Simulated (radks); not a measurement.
Values are calculated unless marked as measured or tabulated.
Q: Radial electron density D(r) = 4 pi r^2 rho(r) of an atom or ion with 30 electrons. Code: a radial shooting solver on a logarithmic mesh with Libxc functionals. Model: scalar-relativistic Kohn-Sham, PBE, spin-polarised, spherical densities, finite nucleus; Fermi nuclear charge, rms radius of each element as measured or else 0.836 A^(1/3) + 0.57 fm.

```
   r/bohr * D(r) (the largest magnitude, 47.5, reaches the edge; | marks zero)
 0.004105 |    *
 0.004703 |      *
 0.005432 |       *
 0.006273 |         *
 0.007187 |            *
   0.0083 |               *
 0.009509 |                  *
  0.01098 |                      *
  0.01268 |                          *
  0.01453 |                              *
  0.01678 |                                  *
  0.01938 |                                      *
   0.0222 |                                          *
  0.02564 |                                             *
  0.02961 |                                              *
  0.03393 |                                              *
  0.03918 |                                             *
  0.04525 |                                          *
  0.05184 |                                        *
  0.05987 |                                     *
  0.06915 |                                     *
  0.07922 |                                      *
  0.09149 |                                          *
   0.1057 |                                               *
   0.1211 |                                                   *
   0.1398 |                                                      *
   0.1602 |                                                     *
    0.185 |                                                *
   0.2136 |                                         *
   0.2448 |                                  *
   0.2827 |                             *
   0.3264 |                            *
    0.374 |                              *
   0.4319 |                                 *
   0.4988 |                                  *
   0.5715 |                               *
     0.66 |                          *
   0.7622 |                   *
   0.8733 |             *
    1.009 |        *
    1.165 |     *
    1.334 |   *
    1.541 |  *
     1.78 | *
    2.039 |*
    2.355 |*
    2.698 |*
    3.116 |*
    3.598 |*
    4.123 *
    4.761 *
    5.499 *
      6.3 *
    7.275 *
    8.402 *
```

What is the nuclear charge?

A: Z = 33. The innermost maximum, from 1s, lies near gamma/Z bohr with gamma = sqrt(1 - (Z/c)^2) = 0.971, here 0.0294 bohr (found: 0.0318), and its height grows with Z. The density is that of the arsenic ion As3+ in [Ne] 3s2 3p5 3d10 4s2 5s1; the configuration itself is not fixed sharply by these data, and Z only to about a unit. D(r) has 4 maxima, at r = 0.0318, 0.144, 0.487, 3.17 bohr, and minima at 0.0675, 0.314, 2.90 bohr, inside which lie 2.09, 11.05, 29.17 electrons.
